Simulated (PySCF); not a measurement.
TlSe at UHF

Computed with UHF; Tl cc-pVDZ-PP with ECP60, Se cc-pVDZ-PP with ECP10; scalar-relativistic core potentials (PySCF 2.14).

```json
{
 "state": "²Π (doublet), unpaired electrons π ↑",
 "bond length": "2.762 Å",
 "harmonic wavenumber": "169 cm⁻¹",
 "force constant": "0.970 mdyn/Å",
 "rotational constant Be": "0.03843 cm⁻¹",
 "anharmonicity ωexe": "0.333 cm⁻¹",
 "vibration–rotation constant αe": "0.000113 cm⁻¹",
 "well depth De to Tl + Se": "36.6 kcal/mol",
 "dissociation energy D0": "36.4 kcal/mol",
 "bond order (Mayer)": "0.87",
 "dipole moment (positive dipole means Tl(−)Se(+))": "-4.37 D"
}
```

These are scalar-relativistic numbers at best; spin–orbit coupling would shift them, the dissociation energy most. Hartree–Fock leaves out correlation, which carries a large part of most bond energies and some tenths to 1 eV of ionisation energies. The state is the lowest determinant that a PBE0 search found; another state may lie lower at other levels.
